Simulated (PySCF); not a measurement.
Species: Br2Cl2Si.
SMILES: `Cl[Si](Cl)(Br)Br`

Computed with PBE0-D3(BJ)/def2-TZVP geometry optimisation, gas phase in PySCF 2.14.0.

Masses are those of the commonest isotopes; rigid-rotor values at the optimised geometry. 

Task: What are A, B and C (GHz)?

Result: Ia = 483.21, Ib = 698.33, Ic = 800.54 u·Å²; 505379 MHz·u·Å²/I gives 1046, 723.7 and 631.3 MHz, that is A = 1.0459, B = 0.7237, C = 0.6313 GHz.

Task: What kind of rotor is it?

Result: An asymmetric top. Ray's parameter κ = (2B − A − C)/(A − C) = -0.554; −1 is the prolate and +1 the oblate limit.

Task: What does the inertial defect say?

Result: Not planar: Δ = Ic − Ia − Ib = -381.01 u·Å². For a rigid frame Δ = −2 Σ m c², so Σ m c² = 190.50 u·Å² lies off the ab plane. The atom farthest from that plane is 1.65 Å away.

Task: Give the coordinates in the principal-axis frame, origin at the centre of mass.

Result: The sense of each axis is arbitrary; atoms in the order of the calculation.
| atom | mass (u) | a (Å) | b (Å) | c (Å) |
| --- | --- | --- | --- | --- |
| Cl1 | 34.969 | -0.003 | 1.624 | -1.653 |
| Si2 | 27.977 | 0.000 | 0.454 | 0.000 |
| Cl3 | 34.969 | 0.000 | 1.633 | 1.647 |
| Br4 | 78.918 | 1.794 | -0.801 | 0.001 |
| Br5 | 78.918 | -1.793 | -0.803 | 0.002 |

Task: Where do the levels up to J = 5 lie, in cm⁻¹?

Result: Above 0(0,0):
J = 1: 1(0,1) 0.0452, 1(1,1) 0.0559, 1(1,0) 0.0590
J = 2: 2(0,2) 0.1350, 2(1,2) 0.1433, 2(1,1) 0.1525, 2(2,1) 0.1847, 2(2,0) 0.1853
J = 3: 3(0,3) 0.2684, 3(1,3) 0.2739, 3(1,2) 0.2923, 3(2,2) 0.3203, 3(2,1) 0.3231, 3(3,1) 0.3821, 3(3,0) 0.3822
J = 4: 4(0,4) 0.4444, 4(1,4) 0.4476, 4(1,3) 0.4779, 4(2,3) 0.5007, 4(2,2) 0.5082, 4(3,2) 0.5639, 4(3,1) 0.5643, 4(4,1) 0.6490, 4(4,0) 0.6490
J = 5: 5(0,5) 0.6623, 5(1,5) 0.6639, 5(1,4) 0.7084, 5(2,4) 0.7254, 5(2,3) 0.7410, 5(3,3) 0.7912, 5(3,2) 0.7930, 5(4,2) 0.8763, 5(4,1) 0.8763, 5(5,1) 0.9857, 5(5,0) 0.9857

Task: Which types of transition are allowed, and where do some lines up to J = 3 fall?

Result: The dipole components are |μa| = 0.00 D, |μb| = 0.12 D, |μc| = 0.00 D; the symmetry axis of this C2v structure is b, so μa and μc vanish by symmetry and there are no a-type or c-type lines. Some lines, for components of 0.1 D or more:

| type | branch | J(Ka,Kc) | MHz | lower level (cm⁻¹) |
| --- | --- | --- | --- | --- |
| b | Q | 1(1,0) ← 1(0,1) | 415 | 0.045 |
| b | Q | 2(1,1) ← 2(0,2) | 524 | 0.135 |
| b | Q | 3(1,2) ← 3(0,3) | 716 | 0.268 |
| b | Q | 3(2,1) ← 3(1,2) | 922 | 0.292 |
| b | Q | 2(2,0) ← 2(1,1) | 984 | 0.153 |
| b | Q | 2(2,1) ← 2(1,2) | 1244 | 0.143 |
| b | Q | 3(2,2) ← 3(1,3) | 1392 | 0.274 |
| b | R | 1(1,1) ← 0(0,0) | 1677 | 0.000 |
| b | Q | 3(3,0) ← 3(2,1) | 1772 | 0.323 |
| b | Q | 3(3,1) ← 3(2,2) | 1852 | 0.320 |
| b | R | 2(0,2) ← 1(1,1) | 2371 | 0.056 |
| b | R | 2(1,2) ← 1(0,1) | 2940 | 0.045 |
| b | R | 3(1,2) ← 2(2,1) | 3225 | 0.185 |
| b | R | 3(0,3) ← 2(1,2) | 3753 | 0.143 |
| b | R | 2(2,1) ← 1(1,0) | 3769 | 0.059 |
| b | R | 2(2,0) ← 1(1,1) | 3878 | 0.056 |
| b | R | 3(1,3) ← 2(0,2) | 4163 | 0.135 |
| b | R | 3(2,2) ← 2(1,1) | 5032 | 0.153 |
| b | R | 3(2,1) ← 2(1,2) | 5391 | 0.143 |
| b | R | 3(3,1) ← 2(2,0) | 5900 | 0.185 |
| b | R | 3(3,0) ← 2(2,1) | 5919 | 0.185 |

Task: Estimate the classical rotational partition function at 10 K, 50 K and 200 K.

Result: Point group C2v, symmetry number σ = 2; q = (√π/σ)·√((kT/h)³/(ABC)), k/h = 20836.6 MHz/K: 3860 at 10 K, 43100 at 50 K, 345000 at 200 K.

Stationary, but not proved a minimum. These are rigid-rotor constants of the computed structure; measured ground-state constants (B0) also hold zero-point vibration. Quadrupole hyperfine structure (35Cl, 79Br) is left out.
